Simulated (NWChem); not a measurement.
# C2H5BrSi; SMILES C(Br)([SiH3])=C

Computed with NWChem. Coordinates come from a PBE0/def2-SVP optimisation. Ions are spin-unrestricted doublets at the neutral geometry; other ion states weren't tried.

What does the run give for PBE0/def2-SVP? Quantities: vertical ionisation energy, ΔSCF (eV); −ε(HOMO) (eV).

The vertical ionisation energy, ΔSCF (eV) is 9.57 and the −ε(HOMO) (eV) comes out as 7.44.
